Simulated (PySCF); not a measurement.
## Nb²⁺: ionisation energy

Nb²⁺ [Kr] 4d3 (4F) → Nb³⁺ [Kr] 4d2 (3F), as a difference of total energies. All numbers are calculated (PySCF 2.14, scalar relativity through the core potential, in cc-pVTZ-PP with ECP28MDF (5s5p4d2f1g, 63 functions)). Correlated levels: valence: 4s2 4p6 frozen. The calculations carry no spin-orbit coupling.

| method | ionisation energy (eV) |
| --- | --- |
| UHF | 24.231 |
| M06-L | 24.617 |
| TPSS | 25.091 |
| MP2 (valence) | 24.541 |
| SCS-MP2 (valence) | 24.334 |

Question: How much does correlation contribute at MP2 (valence)?

Answer: 24.541 − (24.231) = 0.310 eV, measured against UHF.

The reference lies between the lowest fine-structure levels, while these numbers refer to the centres of the terms.

Errors of the correlated levels include the incompleteness of this basis and the frozen core.

For comparison: 25.04 eV (semi-empirical (NIST evaluation); NIST Atomic Spectra Database, ionization energies).
